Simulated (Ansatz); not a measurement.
Ideal-gas functions of C2Cl3F3 (`FC(F)(F)C(Cl)(Cl)Cl`) at 500 K and 1 bar, from an Ansatz frequency run at PBE0-D4/def2-TZVP.

Molar mass 187.38 g/mol, point group C3v (symmetry number 3), electronic degeneracy 1, moments of inertia 383.889, 456.711, 456.712 u Å². Harmonic wavenumbers (cm⁻¹, unscaled): 83, 178, 178, 260, 266, 266, 368, 368, 436, 565, 565, 723, 858, 858, 928, 1248, 1248, 1262.

Use S(trans) = R[1.5 ln M + 2.5 ln T − 1.1517]; rotational temperatures θ = 24.2544 K / I; S(rot) = R[ln(√π/σ · √(T³/θAθBθC)) + 1.5]; for each mode x = 1.438777 ν̃/T, S = R[x/(eˣ − 1) − ln(1 − e⁻ˣ)] and H = RT x/(eˣ − 1); 1 cm⁻¹ = 0.0119627 kJ/mol; R = 8.31446 J/(mol·K).

**Question.** By hand: the entropy, in J/(mol·K).

**Answer.** Translation 184.9. Rotation: θ = 0.0632, 0.0531, 0.0531 K, giving 121.5. Vibration, mode by mode: 20.24, 13.97, 13.97, 10.92, 10.74, 10.74, 8.22, 8.22, 6.95, 5.13, 5.13, 3.58, 2.63, 2.63, 2.25, 1.08, 1.08, 1.04, in all 128.5. Electronic 0.0. Sum 434.9 J/(mol·K).

**Question.** By hand: H − E and G − E in kJ/mol, counted from the electronic energy.

**Answer.** Zero-point energy ½ × 10658 × 0.0119627 = 63.7; thermal vibration 33.7; translation, rotation and pV give 4 RT = 16.6. H − E = 114.0 kJ/mol, and G − E = 114.0 − 500 × 434.9/1000 = -103.4 kJ/mol.

Vibration gives 30 % of the entropy, 20.2 J/(mol·K) of it from the mode under 150 cm⁻¹: soft modes count most, and the harmonic formula is weakest for them.
